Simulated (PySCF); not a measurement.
Precursor series Hf Br-H. Gas-phase values, no solvent.

The HOMO from two functionals at the same geometries (TPSS-D3(BJ)/def2-SVP), both in PySCF: PBE-D3(BJ)/def2-TZVP and TPSSh-D3(BJ)/def2-TZVP. 

| species | PBE-D3(BJ)/def2-TZVP (eV) |
|---|---|
| 0 of 4 Br replaced by H ([Hf(Br)4]) | -7.65 |
| 1 of 4 Br replaced by H ([Hf(Br)3(H)]) | -7.69 |
| 2 of 4 Br replaced by H | -7.39 |
| 3 of 4 Br replaced by H ([Hf(Br)(H)3]) | -7.26 |

Question: What does TPSSh-D3(BJ)/def2-TZVP give for each?

Answer: 
- 0 of 4 Br replaced by H ([Hf(Br)4]): -8.27
- 1 of 4 Br replaced by H ([Hf(Br)3(H)]): -8.30
- 2 of 4 Br replaced by H: -8.18
- 3 of 4 Br replaced by H ([Hf(Br)(H)3]): -8.04
Over these rows, drawn at random from the members with no instability flagged (it was tested for open shells, ions and some series alone), PBE minus TPSSh-D3(BJ): mean +0.70 eV, from +0.61 eV to +0.79 eV.
